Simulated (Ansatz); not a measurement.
`O[SiH](Cl)O[SiH2]Cl` + `F[Si](F)(Cl)O[SiH2]Cl` → `O[SiH](Cl)O[Si](F)(F)Cl` + `Cl[SiH2]O[SiH2]Cl`  (redistribution)

Calculated with Ansatz (gas phase, PBE0-D4/def2-TZVP geometries, no zero-point term in ΔE). CBS: MP2 limit from def2 TZ/QZ plus the TZ coupled-cluster correction, frozen cores. This one scheme is used for every species. Functionals use def2-TZVPP. Each species was taken in one conformer, which may not be the lowest.

```csv
level,ΔE (kcal/mol),difference from CCSD(T)/CBS
r2SCAN-D4,1.8,0.1
PBE0-D4,1.7,0.0
ωB97X-V,1.8,0.1
ωB97M-V,1.8,0.1
r2SCAN,1.7,0.0
PBE0,1.5,-0.2
SCS-MP2/def2-TZVPP,1.6,-0.1
HF/def2-QZVPP,1.0,-0.7
HF/CBS(def2),1.0,-0.7
CCSD/CBS(def2),1.5,-0.2
CCSD(T)/CBS,1.7,0
```

Largest T1 diagnostic among the species: 0.011.
